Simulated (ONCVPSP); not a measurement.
## Plane-wave convergence, ONCV potential for Cr (Z = 24)

ONCVPSP 4.0.1 input, shortened (lines: element, Z, core and valence counts, functional; n l f; lmax; l rc ep ncon nbas qcut; lloc lpopt rc5 dvloc0; l nproj debl; icmod fcfact rcfact), PBE, scalar-relativistic:

```
  Cr 24.00    4    3        4      upf
    1    0    2.00
    2    0    2.00
    2    1    6.00
    3    0    2.00
    3    1    6.00
    3    2    5.00
    4    0    0.50
    2
    0    2.65    0.00    3    7    2.60
    1    1.30    0.00    4    9   11.70
    2    1.10    0.00    4    7    7.30
    2    5    1.10    0.00
    0    3    3.90
    1    2    1.30
    2    0    0.80
    3    2.50    1.65
```

In the p channel the program set the typed energies aside and used -1.792, 0.250 Ha.

Q: For each optimised wave give the share of its norm inside rc, the residual kinetic energy above qcut (Ha) and the cutoffs (Ha) for errors of 10, 1, 0.1 and 0.01 mHa per electron.

A:

| wave | norm inside rc | residual KE | 10 mHa | 1 mHa | 0.1 mHa | 0.01 mHa |
| --- | --- | --- | --- | --- | --- | --- |
| 4s | 0.353 | 3.2e-04 | 1.6 | 2.8 | 7.7 | 20.7 |
| s projector 2 | 0.176 | 2.3e-01 | 22.8 | 35.1 | 69.5 | not reached |
| s projector 3 | 0.112 | 1.3e+00 | 15.5 | 26.1 | 34.4 | 82.8 |
| 3p | 0.820 | 7.7e-09 | 20.1 | 25.7 | 30.5 | 44.6 |
| p projector 2 | 0.066 | 9.7e-09 | 16.3 | 22.5 | 27.7 | 41.7 |
| 3d | 0.430 | 1.5e-01 | 116.0 | 143.2 | 189.4 | not reached |

The occupied waves need 143 Ha and 189 Ha for 1 and 0.1 mHa. Note: ghosts flagged at negative energy: s at -148.8 eV; GHOST(+) flagged for s at 222.7 eV. A true bound ghost makes a file unfit for plane-wave use.
